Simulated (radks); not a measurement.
The numbers below are computed, except where a source is named.
Task: Orbital eigenvalues (eV) of neutral gadolinium, [Xe] 4f7 5d1 6s2, of relativity; Dirac values are averaged over j with weights 2j + 1. Spin-unpolarised spherical Kohn-Sham, PBE, point nucleus unless stated (finite: rms radius 5.1569 fm), a radial shooting solver on a logarithmic mesh with Libxc functionals. A level marked "c x" has the speed of light scaled by that factor and shares open shells by 2j + 1; other Dirac levels either fill j = l - 1/2 first or share by 2j + 1.

shell       non-rel.
3s           -1654.9
3p           -1492.7
3d           -1190.7
4s           -327.13
4p           -263.69
4d           -150.64
5s           -43.676
5p           -26.529
4f           -13.069
6s           -3.7822
5d           -3.2998
6p (empty)   -1.4472

Give the values at the level "Dirac, 2j+1 shares, finite nucleus".

Result: 
shell       Dirac, 2j+1 shares, finite nucleus  change of magnitude (%)
3s                                     -1830.9                   +10.64
3p                                     -1555.3                    +4.19
3d                                     -1177.2                    -1.13
4s                                     -368.79                   +12.74
4p                                     -277.32                    +5.17
4d                                     -147.45                    -2.12
5s                                     -49.647                   +13.67
5p                                     -27.424                    +3.37
4f                                     -8.6744                   -33.63
6s                                     -4.1257                    +9.08
5d                                     -2.5354                   -23.16
6p (empty)                             -1.3457                    -7.02
